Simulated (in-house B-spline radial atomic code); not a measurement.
Rb3+ is squeezed into an impenetrable sphere of radius R (the orbitals vanish at R). No spin polarisation. Caution: exact exchange at fractional occupations of open shells leaves self-interaction of up to several eV. All numbers are computed (non-relativistic B3LYP, spherical fractional occupations; point nucleus) with a B-spline radial code for spherical atoms, not measured.

Energies in eV above the free ion in [Ar] 3d10 4s2 4p4:

```
R (bohr)  highest level (eV)  [Ar] 3d10 4s2 4p4  [Ar] 3d10 4s1 4p4 4d1  [Ne] 3s2 3p5 3d10 4s2 4p4 4f1  -dE/dV in [Ar] 3d10 4s2 4p4 (GPa)
    8.52               -47.2                  0                  41.79                            266                           1.74e-06
    5.78               -47.2           0.002982                  41.85                          267.4                             0.0239
    4.99               -47.2             0.0337                  42.05                            269                              0.351
    4.38               -47.1             0.2057                  42.64                          271.2                               2.69
    3.46               -45.6              2.765                  47.29                          279.6                               54.3
    3.26               -44.7              4.761                  50.26                          283.6                                104
    2.55               -35.8              31.33                  83.69                          321.4                               1090
    2.23               -24.7              72.62                    131                          372.1                               3330
    1.71                25.4              298.7                  372.8                          629.8                              25200
    1.55                60.4              476.2                  555.8                          825.3                              50900
```

Problem. Does [Ar] 3d10 4s1 4p4 4d1 fall below [Ar] 3d10 4s2 4p4 under compression?

Solution. No, it stays above over the whole range.

Problem. Does [Ne] 3s2 3p5 3d10 4s2 4p4 4f1 fall below [Ar] 3d10 4s2 4p4 under compression?

Solution. No, it stays above over the whole range.

The highest level is first positive in the row R = 1.71 bohr, pushed up by confinement above the zero of the free ion's potential. Each configuration is held fixed and needn't be the lowest in the sphere.
